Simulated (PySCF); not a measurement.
# Electronic structure of P (phosphorus, neutral) at the UHF level

Configuration: [Ne] 3s1 3p4, high-spin 4P determinant (an excited configuration). Calculation: PySCF 2.14, in aug-cc-pwCVDZ; no relativity, point nucleus.

```
Total energy                                                  : -340.417586 hartree
One-electron energy                                           : -470.3071 hartree
Hartree (Coulomb) energy                                      : 152.5069 hartree
Exchange energy                                               : -22.6173 hartree
Kinetic energy                                                : 340.37767 hartree
⟨S²⟩                                                          : 3.7971
⟨L²⟩                                                          : 2.008
Sum of ⟨r⟩                                                    : 15.43 bohr
Sum of ⟨r²⟩                                                   : 33.28 bohr²
Traceless quadrupole moment −½Σ⟨3z² − r²⟩ along its main axis : -3.63 e·bohr²
Density at the nucleus (Gaussians lack the cusp)              : 2120 bohr⁻³
Spin density at the nucleus                                   : 6.77 bohr⁻³
Langevin diamagnetic susceptibility                           : -26.4 ×10⁻⁶ cm³/mol
```

```csv
shell,electrons,mean orbital energy (eV),spread (eV),"rms radius, mean of both spins (bohr)"
1s α,1,-2178.5,0,0.120
1s β,1,-2177.6,0,0.120
2s α,1,-206.81,0,0.563
2s β,1,-205.39,0,0.563
2p α,3,-149.66,0.357,0.539
2p β,3,-148.32,0.289,0.539
3s α,1,-24.436,0,2.02
3p α,3,-11.884,1.354,2.59
3p β,1,-6.418,0,2.59
```

Spin-orbit constants ζ (cm⁻¹) from the X2C one-electron operator on these orbitals (non-relativistic here): bare nucleus, nucleus screened by l(l+1)(2l+1)/3 electrons, and screened by the Breit-Pauli mean field of the electrons.

| shell | bare | screened nucleus | mean field |
| --- | --- | --- | --- |
| 2p | 5392 | 4673 | 4342 |
| 3p | 317.6 | 275.3 | 251.7 |

To first order the Landé constant is A = -83.90 cm⁻¹, so the lowest level has J = 5/2 and lies 0.0156 eV below the centre of the term. This holds in LS coupling only.
